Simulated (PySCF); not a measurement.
Molfile (atoms numbered from 1):
```
C4H13AlP2
     RDKit          3D

 20 19  0  0  0  0  0  0  0  0999 V2000
    2.5750   -0.1924    0.2596 C   0  0  0  0  0  0  0  0  0  0  0  0
    1.8347   -1.0798    0.9253 C   0  0  0  0  0  0  0  0  0  0  0  0
    0.3430   -1.0712    1.0770 C   0  0  0  0  0  0  0  0  0  0  0  0
   -0.5887   -0.0314   -0.1280 P   0  0  1  0  0  0  0  0  0  0  0  0
   -2.3262   -0.4844    0.2291 C   0  0  0  0  0  0  0  0  0  0  0  0
   -0.3835    2.4312   -0.1403 Al  0  0  0  0  0  4  0  0  0  0  0  0
   -0.2332   -1.0823   -2.0443 P   0  0  0  0  0  0  0  0  0  0  0  0
    3.6632   -0.2880    0.2301 H   0  0  0  0  0  0  0  0  0  0  0  0
    2.1429    0.6719   -0.2576 H   0  0  0  0  0  0  0  0  0  0  0  0
    2.3380   -1.9065    1.4410 H   0  0  0  0  0  0  0  0  0  0  0  0
    0.0638   -0.6982    2.0802 H   0  0  0  0  0  0  0  0  0  0  0  0
   -0.0546   -2.0979    1.0071 H   0  0  0  0  0  0  0  0  0  0  0  0
   -2.4900   -1.5703    0.1660 H   0  0  0  0  0  0  0  0  0  0  0  0
   -2.5754   -0.1309    1.2410 H   0  0  0  0  0  0  0  0  0  0  0  0
   -2.9815    0.0359   -0.4837 H   0  0  0  0  0  0  0  0  0  0  0  0
    1.0748    2.6643   -0.7699 H   0  0  0  0  0  0  0  0  0  0  0  0
   -1.6508    2.6644   -1.1070 H   0  0  0  0  0  0  0  0  0  0  0  0
   -0.5943    2.7031    1.4311 H   0  0  0  0  0  0  0  0  0  0  0  0
    0.9173   -0.3114   -2.3848 H   0  0  0  0  0  0  0  0  0  0  0  0
   -1.1253   -0.2105   -2.7425 H   0  0  0  0  0  0  0  0  0  0  0  0
  1  2  2  0
  2  3  1  0
  3  4  1  0
  4  5  1  0
  4  6  1  0
  4  7  1  6
  1  8  1  0
  1  9  1  0
  2 10  1  0
  3 11  1  0
  3 12  1  0
  5 13  1  0
  5 14  1  0
  5 15  1  0
  6 16  1  0
  6 17  1  0
  6 18  1  0
  7 19  1  0
  7 20  1  0
M  CHG  2   4   1   6  -1
M  END
```

Geometry: PBE0-D3(BJ)/def2-SVP; GIAO shifts from PySCF 2.14, gas phase, non-relativistic, averaged over equivalent atoms.

At CAM-B3LYP/pcSseg-1 (205 basis functions, 79 s wall time on 1 thread of an Arm Neoverse N1, shared host):
```csv
atoms,δ (ppm)
C2,140.6
C1,133.2
C3,32.7
C5,10.2
P4,-67.4
P7,-197.8
Al6,51.2
H9,6.26
H10,5.94
H8,5.61
H16/H17/H18,3.83
H19/H20,2.93
H11,2.54
H12,2.02
H13/H14/H15,1.24
```

Chemical shifts δ = σref − σ; ¹³C (σ = 182.45 ppm), ¹H (σ = 31.33 ppm) against TMS; ³¹P (σ = 299.17 ppm) against H3PO4; AlH4- for ²⁷Al (σ = 485.84 ppm), all at this level.

**Question.** Predict the values at PBE0/pcSseg-1 on the same geometry.

**Answer.** 
| atoms | δ at PBE0/pcSseg-1 | change |
| --- | --- | --- |
| C2 | 137.6 | -3.0 |
| C1 | 131.2 | -2.0 |
| C3 | 33.6 | +0.9 |
| C5 | 11.0 | +0.8 |
| P4 | -70.9 | -3.5 |
| P7 | -199.3 | -1.5 |
| Al6 | 49.4 | -1.8 |
| H9 | 6.37 | +0.11 |
| H10 | 6.00 | +0.06 |
| H8 | 5.68 | +0.07 |
| H16/H17/H18 | 3.97 | +0.14 |
| H19/H20 | 3.07 | +0.14 |
| H11 | 2.67 | +0.13 |
| H12 | 2.16 | +0.14 |
| H13/H14/H15 | 1.30 | +0.06 |

Referencing at the same level of theory: TMS for ¹³C (σref 184.41) and ¹H (σref 31.27); ³¹P (σref 310.13) against H3PO4; ²⁷Al (σref 489.28) against AlH4-.

The largest change is at P4 (phosphorus bonded to 2 C, Al, P). Cost: 205 basis functions, 68 s wall time on 1 thread of an Arm Neoverse N1, shared host. The order of the carbon signals is the same at both levels.

Experimental scales use liquid or dissolved standards, which lie at an offset from isolated H3PO4.
